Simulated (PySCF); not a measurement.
Electron correlation in Rb⁺ (rubidium, charge +1)

[Kr], closed-shell 1S. All numbers are calculated (PySCF 2.14, a scalar-relativistic core potential, in def2-SVP with the def2 core potential (28 electrons)). Frozen: 4s2; 6 electrons correlated.

Total MP2 correlation energy: -37.03 mhartree.

Same-spin part -10.47 and opposite-spin part -26.56 mhartree; SCS-MP2 scales them by 1/3 and 6/5 to -35.36 mhartree.

```csv
level,correlation energy (mhartree)
CCSD,-41.74
(T),-0.55
CCSD(T),-42.29
```

Diagnostics: T1 = 0.0067, D1 = 0.0095, largest double amplitude 0.026.

Cost of the coupled-cluster step: 0.06 s of wall time on 1 thread of Neoverse-V2 (shared host), for 6 correlated electrons.

Iterations:

```
CC2 = 0
CCSD nocc = 3, nmo = 23
frozen orbitals [0]
max_cycle = 100
direct = 0
conv_tol = 1e-08
conv_tol_normt = 1e-06
diis_space = 8
diis_start_cycle = 0
Init t2, MP2 energy = -23.6995696658141  E_corr(MP2) -0.0370282077214211
Init E_corr(CCSD) = -0.0370282077214495
cycle = 1  E_corr(CCSD) = -0.0408260550019176  dE = -0.00379784728  norm(t1,t2) = 0.015966
cycle = 2  E_corr(CCSD) = -0.0415415455596954  dE = -0.000715490558  norm(t1,t2) = 0.00377034
cycle = 3  E_corr(CCSD) = -0.0417464782391586  dE = -0.000204932679  norm(t1,t2) = 0.000947957
cycle = 4  E_corr(CCSD) = -0.0417439100067163  dE = 2.56823244e-06  norm(t1,t2) = 3.77766e-05
cycle = 5  E_corr(CCSD) = -0.0417439656328421  dE = -5.56261258e-08  norm(t1,t2) = 2.62897e-06
cycle = 6  E_corr(CCSD) = -0.0417439849447927  dE = -1.93119506e-08  norm(t1,t2) = 5.13859e-07
cycle = 7  E_corr(CCSD) = -0.0417439837991018  dE = 1.14569086e-09  norm(t1,t2) = 4.39823e-08
CCSD converged
E(CCSD) = -23.70428544189179  E_corr = -0.04174398379910182
CCSD(T) correction = -0.000552068815341232
```
